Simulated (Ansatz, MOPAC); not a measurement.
Diatomic LiN+, multiplicity 4 (lowest of 2S+1 = 2, 4 at CCSD(T)/def2-TZVPP on PBE0 minima; our sources give no spin for the ground state, which may be another).

The constants come from a fifth-degree fit in 1/R (seven points, main isotopes). Runs in def2 and cc sets follow the lowest solution found near the PBE0 minimum.

Run with Ansatz (a first-principles code) with Gaussian orbitals; MOPAC for PM7 (differences of heats of formation). Each number belongs to the level named beside it.

```
level                                  r_e (Å)  ω_e (cm⁻¹)  ω_e x_e (cm⁻¹)  α_e (cm⁻¹)
-------------------------------------  -------  ----------  --------------  ----------
PM7                                      2.328         252             9.8       0.028
SVWN5/def2-TZVPP                         2.189         280              12       0.036
PBE/def2-TZVPP                           2.244         260             8.6       0.031
r2SCAN/def2-TZVPP                        2.264         244              12       0.038
B97M-V/def2-TZVPP                        2.254         248              12       0.038
B3LYP/def2-TZVPP                         2.228         264              11       0.036
PBE0/def2-TZVPP                          2.225         264             7.7       0.033
BHLYP/def2-TZVPP                         2.191         281              12       0.037
CAM-B3LYP/def2-TZVPP                     2.205         275              12       0.036
wB97X-V/def2-TZVPP                       2.251         255              12       0.037
wB97M-V/def2-TZVPP                       2.257         251              12       0.037
B2PLYP/def2-TZVPP                        2.218         269              12       0.037
CCSD/aug-cc-pVTZ                         2.262         255              11       0.035
CCSD/def2-TZVPP                          2.243         254              13       0.039
CCSD/aug-cc-pVQZ                         2.252         259              11       0.034
CCSD/def2-QZVPP                          2.234         268              11       0.034
CCSD(T)/aug-cc-pVTZ                      2.265         255              11       0.034
CCSD(T)/def2-TZVPP                       2.244         254              13       0.039
CCSD(T)/aug-cc-pVQZ                      2.255         258              11       0.034
CCSD(T)/def2-QZVPP                       2.236         268              11       0.034
CCSD(T)/CBS(aug-cc-pVTZ, aug-cc-pVQZ)    2.254         258              11       0.034
```

Correlated levels freeze the inner cores; with def2 sets outer-core shells near the valence are correlated too. CBS: X⁻³ extrapolation of the correlation energy, Hartree–Fock from the larger set. The state that PM7 reach isn't checked; PM7 holds dispersion and hydrogen-bond terms.
